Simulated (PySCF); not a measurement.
Name the molecule from its bond curve

A diatomic of charge 0 contains Cd. Its triplet curve at PBE0 in a triple-zeta basis (spin-free X2C with a Gaussian nucleus, PySCF), in eV from the separated fragments:

```
R (Å)  E (eV)
2.213  -0.387
2.316  -0.644
2.419  -0.779
2.496  -0.824
2.573  -0.835
2.650  -0.821
2.753  -0.777
2.882  -0.698
3.036  -0.591
3.242  -0.453
```

The fit gives ωe = 228 cm⁻¹ and the rotational constant Bₑ = 0.1142 cm⁻¹.

Question: Which atom is the partner?

Answer: The minimum lies at 2.564 Å, so the reduced mass is 16.8576 u Å² cm⁻¹/(Bₑ·Re²) = 22.45 u. With Cd at 113.90 u the partner weighs about 28.0 u: Si. The molecule is CdSi.

Spin–orbit coupling is left out. The state was picked by a PBE0 search and need not be the measured ground state.
